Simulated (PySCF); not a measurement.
# Atomic charges against the basis set

Species: H₇OPSi₂.
Numbering: `[SiH3:1][O:2][SiH2:3][PH2:4]` (hydrogens: H5, H6, H7 on Si1; H8, H9 on Si3; H10, H11 on P4)

PBE0 throughout (PySCF), one geometry, spherical d and f functions. Geometry: PBE0-D3(BJ)/def2-SVP, one conformer, isolated molecule. Atoms taken as equivalent share a column and are averaged.

Mulliken charges (e):

```
        basis  functions     Si1      O2     Si3      P4  H5/H6/H7   H8/H9  H10/H11
       STO-3G         39  +0.657  -0.528  +0.568  +0.116    -0.129  -0.129   -0.084
        6-31G         62  +0.863  -0.962  +0.836  -0.169    -0.121  -0.107   +0.004
     pcSseg-0         62  +0.817  -1.026  +0.834  -0.413    -0.096  -0.066   +0.103
       6-31G*         82  +0.601  -0.678  +0.622  -0.240    -0.083  -0.073   +0.045
     def2-SVP        103  +0.579  -0.588  +0.559  -0.160    -0.093  -0.079   +0.023
      cc-pVDZ        103  +0.447  -0.516  +0.435  -0.158    -0.062  -0.052   +0.041
     pcSseg-1        124  +0.725  -0.762  +0.695  -0.267    -0.111  -0.090   +0.061
  aug-cc-pVDZ        167  -0.231  -0.962  +0.024  -0.996    +0.240  +0.321   +0.402
6-311+G(2d,p)        174  +0.678  -0.937  +0.640  -0.237    -0.067  -0.053   +0.081
    def2-TZVP        184  +0.288  -0.400  +0.319  -0.260    -0.028  -0.023   +0.091
      cc-pVTZ        230  +0.272  -0.339  +0.310  -0.167    -0.033  -0.033   +0.045
     IGLO-III        237  +0.865  -0.664  +0.813  -0.076    -0.175  -0.165   -0.041
```

IAO charges (e):

| basis | functions | Si1 | O2 | Si3 | P4 | H5/H6/H7 | H8/H9 | H10/H11 |
| --- | --- | --- | --- | --- | --- | --- | --- | --- |
| STO-3G | 39 | +0.770 | -0.701 | +0.694 | +0.014 | -0.138 | -0.130 | -0.052 |
| 6-31G | 62 | +0.695 | -0.792 | +0.689 | -0.156 | -0.097 | -0.092 | +0.020 |
| pcSseg-0 | 62 | +0.692 | -0.789 | +0.685 | -0.182 | -0.096 | -0.091 | +0.032 |
| 6-31G* | 82 | +0.833 | -0.855 | +0.814 | -0.125 | -0.134 | -0.130 | -0.002 |
| def2-SVP | 103 | +0.842 | -0.850 | +0.819 | -0.128 | -0.138 | -0.135 | +0.001 |
| cc-pVDZ | 103 | +0.823 | -0.853 | +0.808 | -0.133 | -0.132 | -0.129 | +0.004 |
| pcSseg-1 | 124 | +0.847 | -0.866 | +0.825 | -0.131 | -0.137 | -0.134 | +0.002 |
| aug-cc-pVDZ | 167 | +0.825 | -0.863 | +0.811 | -0.142 | -0.131 | -0.127 | +0.008 |
| 6-311+G(2d,p) | 174 | +0.860 | -0.881 | +0.839 | -0.131 | -0.139 | -0.136 | +0.002 |
| def2-TZVP | 184 | +0.871 | -0.886 | +0.852 | -0.132 | -0.143 | -0.139 | +0.001 |
| cc-pVTZ | 230 | +0.856 | -0.878 | +0.839 | -0.138 | -0.139 | -0.136 | +0.004 |
| IGLO-III | 237 | +0.868 | -0.885 | +0.846 | -0.129 | -0.142 | -0.138 | +0.001 |

Hirshfeld charges (e):

```
        basis  functions     Si1      O2     Si3      P4  H5/H6/H7   H8/H9  H10/H11
       STO-3G         39  +0.441  -0.331  +0.395  +0.047    -0.091  -0.092   -0.048
        6-31G         62  +0.393  -0.361  +0.353  -0.035    -0.069  -0.069   -0.002
     pcSseg-0         62  +0.407  -0.341  +0.374  -0.032    -0.078  -0.079   -0.007
       6-31G*         82  +0.375  -0.311  +0.335  -0.034    -0.073  -0.073    0.000
     def2-SVP        103  +0.383  -0.295  +0.345  -0.014    -0.080  -0.082   -0.008
      cc-pVDZ        103  +0.377  -0.295  +0.340  -0.018    -0.078  -0.079   -0.006
     pcSseg-1        124  +0.386  -0.311  +0.353  -0.024    -0.078  -0.079   -0.006
  aug-cc-pVDZ        167  +0.386  -0.324  +0.350  -0.017    -0.076  -0.076   -0.007
6-311+G(2d,p)        174  +0.389  -0.323  +0.348  -0.013    -0.077  -0.077   -0.008
    def2-TZVP        184  +0.382  -0.311  +0.344  -0.018    -0.077  -0.077   -0.006
      cc-pVTZ        230  +0.379  -0.306  +0.343  -0.019    -0.077  -0.077   -0.007
     IGLO-III        237  +0.375  -0.311  +0.342  -0.011    -0.075  -0.077   -0.007
```

ESP-fitted charges (e):

```csv
basis,functions,Si1,O2,Si3,P4,H5/H6/H7,H8/H9,H10/H11
STO-3G,39,+0.444,-0.351,+0.548,-0.248,-0.093,-0.119,+0.063
6-31G,62,+0.618,-0.585,+0.682,-0.461,-0.105,-0.117,+0.148
pcSseg-0,62,+0.746,-0.619,+0.806,-0.548,-0.141,-0.150,+0.170
6-31G*,82,+0.455,-0.388,+0.530,-0.360,-0.085,-0.104,+0.113
def2-SVP,103,+0.462,-0.373,+0.528,-0.330,-0.091,-0.111,+0.104
cc-pVDZ,103,+0.381,-0.339,+0.481,-0.301,-0.071,-0.100,+0.095
pcSseg-1,124,+0.542,-0.436,+0.614,-0.372,-0.107,-0.127,+0.113
aug-cc-pVDZ,167,+0.379,-0.315,+0.458,-0.275,-0.074,-0.098,+0.085
"6-311+G(2d,p)",174,+0.374,-0.328,+0.472,-0.281,-0.071,-0.100,+0.088
def2-TZVP,184,+0.377,-0.305,+0.460,-0.275,-0.075,-0.101,+0.086
cc-pVTZ,230,+0.386,-0.306,+0.457,-0.275,-0.077,-0.100,+0.086
IGLO-III,237,+0.371,-0.296,+0.422,-0.252,-0.074,-0.092,+0.080
```

Some averages cover members that differ in this geometry, most widely: H8/H9, Mulliken in aug-cc-pVDZ +0.296 to +0.346; H8/H9, ESP-fitted in 6-31G -0.141 to -0.093; H8/H9, ESP-fitted in 6-311+G(2d,p) -0.121 to -0.080; H8/H9, ESP-fitted in 6-31G* -0.124 to -0.084 e.

Question: Which scheme is steadiest as the basis changes?

Answer: Largest range over the bases for any column: Hirshfeld 0.08 e, IAO 0.20 e, ESP-fitted 0.38 e, Mulliken 1.11 e. Hirshfeld charges move least and Mulliken charges most, counted in e. Without the minimal STO-3G basis the ranges are Hirshfeld 0.07, IAO 0.18, ESP-fitted 0.38, Mulliken 1.10 e.

Question: How much do the charges still move between the two largest bases, cc-pVTZ and IGLO-III?

Answer: At most, over all atoms: Mulliken 0.593 e, IAO 0.012 e, Hirshfeld 0.009 e, ESP-fitted 0.034 e.

Question: What do the same runs give for the total energy, the frontier levels and the dipole moment?

Answer: 
| basis | energy (Eh) | HOMO (eV) | LUMO (eV) | μ (D) |
| --- | --- | --- | --- | --- |
| STO-3G | -987.7309 | -3.65 | 5.92 | 0.40 |
| 6-31G | -999.1681 | -7.39 | 0.03 | 0.69 |
| pcSseg-0 | -998.0680 | -7.54 | -0.05 | 0.97 |
| 6-31G* | -999.3111 | -7.45 | 0.00 | 0.57 |
| def2-SVP | -999.0260 | -7.51 | 0.06 | 0.54 |
| cc-pVDZ | -999.3660 | -7.46 | 0.01 | 0.46 |
| pcSseg-1 | -999.3334 | -7.58 | -0.18 | 0.58 |
| aug-cc-pVDZ | -999.3770 | -7.54 | -0.49 | 0.41 |
| 6-311+G(2d,p) | -999.4347 | -7.58 | -0.50 | 0.41 |
| def2-TZVP | -999.4506 | -7.56 | -0.35 | 0.41 |
| cc-pVTZ | -999.4510 | -7.55 | -0.25 | 0.41 |
| IGLO-III | -999.4487 | -7.54 | -0.24 | 0.37 |

The dipole is fixed by the density alone, so its range of 0.60 D shows that the density itself changes with the basis, not only its division among atoms.
